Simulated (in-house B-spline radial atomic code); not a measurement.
Checks on a self-consistent run for the iodine ion I⁺, [Ar] (3d3/2)3 (3d5/2)6 4s2 4p6 4d10 5s2 (5p1/2)1 (5p3/2)4. Method: Dirac-Hartree-Fock, average of the jj configuration, Fermi nucleus of rms radius 4.75 fm. Calculated with a B-spline radial code for spherical atoms.

```json
{"orbital": "1s1/2", "q": "2", "ε (Eh)": "-1228.21750", "<1/r>": "56.8346", "<r²>": "0.00100441", "small-component weight": "0.038116"}
{"orbital": "2s1/2", "q": "2", "ε (Eh)": "-195.26352", "<1/r>": "13.2921", "<r²>": "0.0160782", "small-component weight": "0.0081836"}
{"orbital": "2p1/2", "q": "2", "ε (Eh)": "-182.75760", "<1/r>": "13.2377", "<r²>": "0.0119285", "small-component weight": "0.0081724"}
{"orbital": "2p3/2", "q": "4", "ε (Eh)": "-171.84354", "<1/r>": "12.212", "<r²>": "0.0132191", "small-component weight": "0.0077577"}
{"orbital": "3s1/2", "q": "2", "ε (Eh)": "-42.14443", "<1/r>": "4.78789", "<r²>": "0.110204", "small-component weight": "0.0024725"}
{"orbital": "3p1/2", "q": "2", "ε (Eh)": "-36.83682", "<1/r>": "4.68379", "<r²>": "0.10526", "small-component weight": "0.0023989"}
{"orbital": "3p3/2", "q": "4", "ε (Eh)": "-34.85900", "<1/r>": "4.44283", "<r²>": "0.112708", "small-component weight": "0.0023002"}
{"orbital": "3d3/2", "q": "3", "ε (Eh)": "-25.95228", "<1/r>": "4.26209", "<r²>": "0.0965605", "small-component weight": "0.0021448"}
{"orbital": "3d5/2", "q": "6", "ε (Eh)": "-25.54466", "<1/r>": "4.22568", "<r²>": "0.0961652", "small-component weight": "0.0021382"}
{"orbital": "4s1/2", "q": "2", "ε (Eh)": "-8.63234", "<1/r>": "1.92394", "<r²>": "0.596073", "small-component weight": "0.00070289"}
{"orbital": "4p1/2", "q": "2", "ε (Eh)": "-6.70074", "<1/r>": "1.81484", "<r²>": "0.65357", "small-component weight": "0.00064123"}
{"orbital": "4p3/2", "q": "4", "ε (Eh)": "-6.27909", "<1/r>": "1.74299", "<r²>": "0.693665", "small-component weight": "0.00061348"}
{"orbital": "4d3/2", "q": "4", "ε (Eh)": "-3.07977", "<1/r>": "1.53059", "<r²>": "0.888053", "small-component weight": "0.00049969"}
{"orbital": "4d5/2", "q": "6", "ε (Eh)": "-3.03149", "<1/r>": "1.48934", "<r²>": "0.907761", "small-component weight": "0.00047029"}
{"orbital": "5s1/2", "q": "2", "ε (Eh)": "-1.31946", "<1/r>": "0.689423", "<r²>": "3.98071", "small-component weight": "0.00012136"}
{"orbital": "5p1/2", "q": "1", "ε (Eh)": "-0.84235", "<1/r>": "0.598893", "<r²>": "5.23536", "small-component weight": "9.4179e-05"}
{"orbital": "5p3/2", "q": "4", "ε (Eh)": "-0.76606", "<1/r>": "0.570076", "<r²>": "5.70653", "small-component weight": "8.5693e-05"}
```

Electron-electron repulsion V_ee = 2571.0293 hartree.

What total energy follows from the eigenvalues?

The eigenvalues count the repulsion twice, so E = Σqε - V_ee = -4521.211 - 2571.029 = -7092.240 hartree; the run printed -7092.240.

Does the Dirac virial theorem hold?

For a point nucleus E = -2c²Σq·w, with w the small-component weight. Here Σq·w = 0.18882 and c = 137.0360, so the ratio E/(-2c²Σq·w) is 1.000061; the finite nucleus accounts for the departure from 1.

What diamagnetic shielding (Lamb formula) and susceptibility (Langevin formula) do the radii give?

σ = (α²/3)Σq<1/r> = 324.198/(3·137.036²) = 5754.7 ppm, and χ = -0.79199×10⁻⁶·Σq<r²> = -41.31×10⁻⁶ cm³/mol with Σq<r²> = 52.155 bohr². Both are non-relativistic formulas without the paramagnetism of open shells; for so heavy an element the full relativistic shielding is larger by tens of per cent.
